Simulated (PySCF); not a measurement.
Species: sum formula AlO$_{2}$FH$_{2}$ (charge 0, singlet). 
Structure (B3LYP-D3(BJ)/def2-TZVP (Ansatz) minimum search):
SMILES: [OH][Al]([OH])[F]
```xyz
6

O      1.5620    -0.5789     0.2039
Al    -0.0017     0.0185    -0.0024
O     -1.4285    -0.8808    -0.0113
F     -0.1500     1.6403    -0.2164
H      1.7945    -1.4974     0.3376
H     -1.4904    -1.8289     0.1012
```
Charge 0, spin multiplicity 1.

Dispersion corrections to the total energy (kcal/mol) from the dftd3 and dftd4 libraries through PySCF: D3(BJ) without and D4 with the three-body term, each with the damping fitted for the functional named.

| functional | D3(BJ) | D4 |
|---|---|---|
| r2SCAN | -0.44 | -0.45 |
| HSE06 | -1.11 | -1.52 |
| revPBE | … | -5.83 |
| BLYP | -3.61 | … |
| TPSS | -2.08 | -2.64 |
| HF | -14.78 | -6.97 |
| TPSSh | -1.91 | … |

Problem. What belongs in the gaps?

Solution. 
- revPBE, D3(BJ): -4.02
- BLYP, D4: -4.33
- TPSSh, D4: -2.38
